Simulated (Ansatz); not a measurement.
Isomers of CH₄Cl₂Si, relaxed with PBE0-D4/def2-TZVP in Ansatz; electronic energies, one conformer each and not always the lowest. Functionals use def2-TZVPP; CBS adds triple-zeta CCSD(T) − MP2 to the MP2 limit of def2-TZVPP and def2-QZVPP.

Question: Order them by energy at frozen-core CCSD(T)/CBS, lowest first. (Best estimate.)
A. `C[SiH](Cl)Cl`
B. `ClC[SiH2]Cl`
C. `[SiH3]C(Cl)Cl`

Answer: A (0.0 kcal/mol), B (43.4 kcal/mol), C (85.0 kcal/mol).

Question: How do B3LYP-D4, ωB97M-V, HF/CBS(def2), r2SCAN-D4 place them (kcal/mol, against `C[SiH](Cl)Cl`)? (An estimate is asked.)

Answer: Ansatz gave: 
```tsv
isomer	B3LYP-D4	ωB97M-V	HF/CBS(def2)	r2SCAN-D4
`ClC[SiH2]Cl`	42.9	43.9	43.5	44.6
`[SiH3]C(Cl)Cl`	83.7	85.7	88.6	86.4
```

B3LYP here is the variant with VWN-RPA as its local correlation; programs differ in this.
